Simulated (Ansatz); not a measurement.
Abridged output of a molecular run in Ansatz:

```
Functional definition: HF
1438 factors; integrals over basis functions are off by at most 1.1e-3 eV
mean field evaluation 1: about -75841.4585 eV, gradient 4.2e1 eV
mean field evaluation 2: about -75841.6905 eV, gradient 4.3e1 eV
mean field evaluation 4: about -75845.1157 eV, gradient 3.5e0 eV
mean field evaluation 8: about -75845.1619 eV, gradient 2.4e-1 eV
mean field -75845.16215788 eV, -2787.2582996047 hartree, gradient 1.3e-6 eV, S^2 0.000000; 0 other end points of the search recorded, 0 dependent functions left out
13 core orbitals not correlated: weight in the atoms' cores, before any rotation towards them, 1.000 or more for the frozen orbitals, at most 0.000 for the correlated occupied ones
reference -75845.16215788 eV, -2787.2582996047 hartree; 20, 20 occupied and 195, 195 virtual orbitals, 1438 factors
second order -27.71275131 eV of doubles, -0.00000000 eV of singles
cycle   1  -27.60129668 eV  change    1.1e-1 eV  update   1.0e-1
cycle   2  -28.20442606 eV  change   -6.0e-1 eV  update   2.9e-2
cycle   3  -28.32901681 eV  change   -1.2e-1 eV  update   1.5e-2
cycle   4  -28.31046601 eV  change    1.9e-2 eV  update   3.5e-3
cycle   5  -28.31000374 eV  change    4.6e-4 eV  update   1.6e-3
cycle   6  -28.31080678 eV  change   -8.0e-4 eV  update   4.3e-4
cycle   7  -28.31044751 eV  change    3.6e-4 eV  update   1.5e-4
cycle   8  -28.31039175 eV  change    5.6e-5 eV  update   4.3e-5
cycle   9  -28.31041218 eV  change   -2.0e-5 eV  update   1.6e-5
perturbative correction -1.04779263 eV, -0.0385056691 hartree
Total energy: -75874.52036269 eV, -2788.3371937318 hartree
```

Its atoms:

Cartesian coordinates in Å:
```
C 1.137 -0.239 -0.751
O 0.231 -0.393 0.321
B -0.926 0.271 0.502
O -1.696 0.027 1.585
Br -1.582 1.605 -0.740
H 1.305 -1.218 -1.204
H 2.083 0.139 -0.361
H 0.753 0.451 -1.504
H -1.305 -0.644 2.153
```

Which basis set was used?
A. cc-pV(D+d)Z
B. def2-SVP
C. def2-TZVPP
D. def2-TZVPPD

C. It gives 228 functions.

Write the keys of the input that set method, charge and spin (a neutral closed shell needs none for the last two).


```yaml
correlation: {method: ccsd_t}
```
